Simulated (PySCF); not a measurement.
C₆H₉ClF (doublet state).
Cartesian coordinates in Å at the GFN2-xTB level; atoms count from 1:
```
atom  x, y, z in Å
C1    -2.2680   -0.0113   -0.0261
C2    -1.0234    0.7433    0.4204
C3     0.1013   -0.2193    0.8278
C4     1.3909    0.4130    1.2066
C5     2.0809   -0.1033    0.0317
F6     3.2572   -0.7746    0.1812
Cl7    2.4534    1.2164   -1.1951
C8     0.8416   -0.9221   -0.3383
H9    -2.0453   -0.6610   -0.8686
H10   -3.0416    0.6889   -0.3304
H11   -2.6581   -0.6223    0.7848
H12   -0.6610    1.3818   -0.3865
H13   -1.2616    1.3790    1.2749
H14   -0.2941   -0.9061    1.5842
H15    1.6740    1.1294    1.9502
H16    0.9982   -1.9885   -0.1961
H17    0.4488   -0.7312   -1.3326
```

The hyperfine couplings belong to this conformer and change with its torsions.

The species is `CC[C@@H]1[CH][C@](F)(Cl)C1` [radical].

Theory: PySCF 2.14.0, UKS B3LYP, pcH-1 on C Cl F H, non-relativistic, mean-field spin-orbit, GIAO. One conformer (not necessarily the lowest) at the GFN2-xTB geometry, without solvent, vibrations or thermal averaging. Couplings are sensitive to structure, and on GFN2-xTB geometries they can be far from those on DFT ones. No stability test was run, so a lower SCF solution isn't excluded.

Principal values of hyperfine tensors in MHz (contact, dipolar and spin–orbit terms together), for some of the nuclei:

```json
{"atom": "H14", "isotope": "1H", "A1": "102.98", "A2": "104.13", "A3": "116.37"}
{"atom": "F6", "isotope": "19F", "A1": "52.78", "A2": "59.15", "A3": "210.34"}
{"atom": "C4", "isotope": "13C", "A1": "14.16", "A2": "15.28", "A3": "243.75"}
{"atom": "H15", "isotope": "1H", "A1": "-92.29", "A2": "-58.54", "A3": "-19.36"}
{"atom": "C2", "isotope": "13C", "A1": "43.03", "A2": "43.26", "A3": "58.32"}
{"atom": "C3", "isotope": "13C", "A1": "-34.32", "A2": "-30.69", "A3": "-29.34"}
{"atom": "C5", "isotope": "13C", "A1": "-35.39", "A2": "-32.35", "A3": "-26.11"}
{"atom": "H12", "isotope": "1H", "A1": "-8.63", "A2": "-5.29", "A3": "2.50"}
```

(1) Give the isotropic coupling of each nucleus in MHz and in mT (g = 2.0025), and the anisotropic part.

(2) What spin density at the nucleus of C3 lies behind its contact coupling (g_N = 1.40482)?

(3) Cl7 (35Cl, g_N = 0.54792) isn't in the table. Its spin density at the nucleus is 0.05358 bohr⁻³. What is its contact coupling?

(4) Name the largest traceless tensor T of the table and describe it.

(5) In a single crystal, with the field along each principal axis of the tensor of F6 in turn, what first-order splitting does this nucleus give (isotropic g, quadrupole terms neglected)?

Results:

(1) a_iso = (A1 + A2 + A3)/3, Ti = Ai − a_iso; 1 mT corresponds to 28.028 MHz. The tensors hold a spin–orbit part: the run splits a_iso into a_FC + a_SO, and T includes its anisotropic share.

| atom | a_iso (MHz) | a_FC | a_SO | a_iso (mT) | T1 | T2 | T3 |
| --- | --- | --- | --- | --- | --- | --- | --- |
| H14 | 107.83 | 107.83 | 0.00 | 3.847 | -4.85 | -3.70 | 8.54 |
| F6 | 107.42 | 107.94 | -0.51 | 3.833 | -54.64 | -48.28 | 102.91 |
| C4 | 91.07 | 91.19 | -0.12 | 3.249 | -76.90 | -75.79 | 152.69 |
| H15 | -56.73 | -56.74 | 0.00 | -2.024 | -35.56 | -1.81 | 37.37 |
| C2 | 48.20 | 48.19 | 0.01 | 1.720 | -5.18 | -4.94 | 10.11 |
| C3 | -31.45 | -31.45 | 0.00 | -1.122 | -2.87 | 0.76 | 2.11 |
| C5 | -31.28 | -31.29 | 0.01 | -1.116 | -4.11 | -1.07 | 5.18 |
| H12 | -3.81 | -3.80 | 0.00 | -0.136 | -4.82 | -1.48 | 6.31 |

(2) a_FC = (2μ0/3) gₑ μB g_N μN ρ(0)/(2S·h) = 800.24 MHz × g_N × ρ(0)/(2S), with ρ in bohr⁻³. With a_FC = -31.45 MHz and 2S = 1, ρ(0) = -0.02797 bohr⁻³.

(3) By the same relation, a_FC = 23.5 MHz. The spin–orbit term adds +0.51 MHz. Its full tensor has the principal values 4.13, 4.95, 62.94 MHz.

(4) C4: -76.9, -75.8, 152.7 MHz (the dipolar term alone has -76.8, -75.8, 152.6), axial, in the ratio −1:−1:+2, the form that spin in one p orbital centred on that nucleus gives.

(5) 2 lines (I = 1/2), spaced by |A_i|/(g × 13.996): 1.88, 2.11, 7.50 mT along the axes of A1, A2 and A3.
